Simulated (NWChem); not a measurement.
# C2H6OSi2; SMILES C1[Si@H]([SiH2]C=1)O

```xyz
11

O     -0.3529     2.2648    -0.4326
Si     0.0087     0.8612     0.4302
C      1.5001    -0.2013    -0.0659
C      0.9792    -1.4571    -0.2138
Si    -0.9070    -1.2688    -0.0317
H     -0.4930     2.1273    -1.3859
H      0.0583     1.3419     1.8523
H      2.5795     0.0241    -0.1652
H      1.6015    -2.3532    -0.4028
H     -1.6444    -1.4576    -1.3359
H     -1.5785    -2.1446     0.9977
```
Atoms are numbered in this order, from 1.

Program: NWChem. Pople sets run with spherical d functions. Structure relaxed at the PBE-D3(BJ)/def2-SVP level.

Q: Order these runs by computing time, cheapest first, and give rough ratios: B3LYP/6-31+G*; B3LYP/STO-3G; B3LYP/6-311++G**.

A: B3LYP/STO-3G (1), B3LYP/6-31+G* (4), B3LYP/6-311++G** (10). Ratios are rough, from one shared machine; the cheapest took around 6 core-seconds (rough). What differs between the cheapest and the dearest: highest occupied level (eV) -3.85 → -7.35; orbital gap (eV) 7.13 → 6.10; dipole (D) 0.98 → 1.59.
